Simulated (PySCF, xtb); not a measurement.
CrOBr4, SMILES [Br][Cr](=[O])([Br])([Br])[Br], multiplicity 1.

GFN2-xTB (xtb) at its own geometry gives an orbital gap of 0.44 eV and a dipole moment of 0.66 D.

Geometry optimised at r2SCAN-D4/def2-SVP. The spin state was assumed, not searched.

Question: What does PySCF with HF/def2-TZVP give? (The exact figures need the calculation; the answer reports its results.)

Answer: gap 7.27 eV (levels -10.69 and -3.42 eV), dipole 0.19 D.
